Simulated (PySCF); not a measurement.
```xyz
10

C      1.7628    -0.0551    -0.2625
C      0.4494     0.0423    -0.0775
C     -0.6932    -0.8848     0.2710
Si    -1.1532     0.9234     0.0075
H      2.3697     0.8166    -0.5177
H      2.2879    -1.0122    -0.1665
H     -0.9817    -1.6244    -0.4849
H     -0.7070    -1.2966     1.2869
H     -1.8555     1.3202    -1.2436
H     -1.4790     1.7705     1.1873
```

Charge 0, multiplicity 1.

Q: Give the Mulliken and meta-Löwdin atomic charges from PBE-D3(BJ)/def2-TZVP in PySCF.

A: 
```tsv
atom	Mulliken (e)	meta-Löwdin (e)
C1	-0.26	-0.24
C2	-0.07	-0.18
C3	-0.29	-0.44
Si4	0.14	0.46
H5	0.13	0.13
H6	0.11	0.12
H7	0.13	0.14
H8	0.13	0.14
H9	-0.01	-0.06
H10	-0.01	-0.06
```
